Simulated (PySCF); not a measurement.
# Unknown compound

The spectra below were simulated for a compound C$_{7}$H$_{8}$O$_{2}$Si.

$^{1}$H NMR (300 MHz, computed): δ 10.83 (s, 1H), 8.42 (d, 1H), 7.78 (m, 1H), 7.41 (m, 1H), 6.89 (d, 1H), 5.26 (s, 3H).

$^{13}$C{$^{1}$H} NMR (computed): δ 192.8 (CH), 165.2 (C), 141.2 (CH), 135.6 (CH), 130.2 (C), 126.8 (CH), 119.9 (CH).

Equivalent nuclei averaged, isolated molecule, non-relativistic Hamiltonian, one computed conformer. σ from GIAO-PBE0/pcSseg-1; GFN2-xTB structure; PySCF 2.14.

Shifts are taken against calculated references (same method and geometry level): TMS for $^{1}$H (σ = 31.72 ppm) and $^{13}$C (σ = 186.93 ppm).

Question: Which candidate is it?
A. C=C(C=O)[SiH2]c1ccco1
B. C=C=C(C#C[SiH2]C)C(=O)O
C. C=c1oc(=C)c(C=O)c1[SiH3]
D. O=Cc1ccccc1O[SiH3]
E. C=C=C(C#CC)[SiH2]C(=O)O

Answer: D. 

The formula gives 5 degrees of unsaturation (1 ring in the answer). 7 carbon signals for 7 carbons: no two carbons are equivalent. Carbon types of the structure: 2 × C, 5 × CH, leaving 3 H on heteroatoms. δC 192.8: aldehyde carbonyl carbon; the double bond to the heteroatom, with no lone-pair donor beside it, deshields it most. δC 165.2: aromatic carbon bearing oxygen; an ipso carbon deshielded by its heteroatom. δC 141.2, 135.6, 126.8, 119.9: aromatic CH. δC 130.2: substituted aromatic carbon. δH 10.83: hydrogen on an aldehyde carbonyl carbon; the C=O anisotropy and electron withdrawal place aldehyde protons far downfield.

The others: C=C(C=O)[SiH2]c1ccco1 would give 7 signals for carbon-bound and other non-exchanging H, not 6; C=c1oc(=C)c(C=O)c1[SiH3] has carbons computed at 192.0, 171.6, 166.3, 163.4, 149.0, 103.8, 87.0, with a different DEPT pattern; C=C=C(C#C[SiH2]C)C(=O)O would give 3 signals for carbon-bound and other non-exchanging H, not 6; C=C=C(C#CC)[SiH2]C(=O)O would give 3 signals for carbon-bound and other non-exchanging H, not 6.

Shifts are as computed. Against solution values, carbons near 30 ppm lie about +3 ppm off and those near 130 ppm about +5 ppm. Of 1211 compounds with measured shifts, 218 miss one by over three times the rms of a fit or turn the order of signals round; such compounds aren't used in these exercises. No couplings were computed; multiplicities are counted from neighbouring protons, with m where these are inequivalent, close in shift, in a saturated or five-membered ring or joined by F or P, and br s for small geminal =CH2 splittings.
